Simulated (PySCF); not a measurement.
# Bond curve of CaHg⁺

Set-up: basis Ca def2-SVP, Hg def2-SVP with ECP60; scalar-relativistic core potentials; PySCF 2.14. Energies in eV from Ca⁺ + Hg in their ground configurations at the same level. State: ²Σ⁺ (doublet), unpaired electrons σ ↑.

```tsv
R (Å)	UHF-MP2
2.839	-0.1050
2.971	-0.2307
3.103	-0.2991
3.202	-0.3248
3.301	-0.3352
3.400	-0.3349
3.532	-0.3232
3.697	-0.2983
3.895	-0.2616
4.159	-0.2117
```

Question: Put a parabola through the three lowest points of the UHF-MP2 curve and estimate Re, k and ωe (reduced mass 33.36 u; 1 eV/Å² = 0.16022 mdyn/Å; ωe = 1302.8·√(k/μ) cm⁻¹).

Answer: Through R = 3.202, 3.301, 3.4 Å the second-order coefficient is 0.546 eV/Å², so Re ≈ 3.348 Å, k ≈ 0.175 mdyn/Å and ωe ≈ 94 cm⁻¹. A polynomial fit of higher order to the unrounded UHF-MP2 energies gives Re = 3.345 Å, k = 0.149 mdyn/Å, ωe = 87.0 cm⁻¹; anharmonicity and rounding make the difference.

The higher-order fit for each curve: UHF-MP2: Re = 3.345 Å, ωe = 87.0 cm⁻¹, De = 0.336 eV.

Correlated steps freeze 5 core orbitals. The bond is weak. Basis-set superposition, not corrected here, can be much of De in a small basis, most of all at correlated wavefunction levels. Spin–orbit coupling is left out. For an ion De counts to the pair picked by the measured ionisation energies or electron affinities, which need not be the lowest pair at this level. The state was picked by a PBE0 search and need not be the measured ground state.
